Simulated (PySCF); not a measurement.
## Electronic structure of Ar¹²⁺ (argon, charge +12) at the UHF level

Configuration: [He] 2s2 2p2, high-spin 3P determinant. All numbers are calculated (PySCF 2.14, scalar relativity by spin-free X2C-1e, in an uncontracted even-tempered set (20 s from 1.6 bohr⁻², ratio 2.2; 11 p from 2 bohr⁻², ratio 2.2; 6 d from 10 bohr⁻², ratio 2.4; 5 f from 15 bohr⁻², ratio 2.4; 5 g from 22 bohr⁻², ratio 2.4)).

- Total energy: -432.102736 hartree
- One-electron energy: -484.8328 hartree
- Hartree (Coulomb) energy: 71.4257 hartree
- Exchange energy: -18.6956 hartree
- ⟨S²⟩: 2.0006
- ⟨L²⟩: 2.001
- Sum of ⟨r⟩: 1.576 bohr
- Sum of ⟨r²⟩: 0.6106 bohr²
- Traceless quadrupole moment −½Σ⟨3z² − r²⟩ along its main axis: 0.0519 e·bohr²

```csv
shell,electrons,mean orbital energy (hartree),"rms radius, mean of both spins (bohr)"
1s α,1,-137.99398,0.0984
1s β,1,-137.55946,0.0984
2s α,1,-27.13705,0.407
2s β,1,-26.14527,0.407
2p α,2,-25.26848,0.360
```

Densities and radii are taken from the X2C orbitals without a picture-change correction, which distorts them close to the nucleus.

Spin-orbit constants ζ (cm⁻¹) from the X2C one-electron operator on these orbitals: bare nucleus, nucleus screened by l(l+1)(2l+1)/3 electrons, and screened by the Breit-Pauli mean field of the electrons.

```tsv
shell	bare	screened nucleus	mean field
2p	17010	15120	14490
```

To first order the Landé constant is A = 7247 cm⁻¹, so the lowest level has J = 0 and lies 1.80 eV below the centre of the term. This holds in LS coupling only.
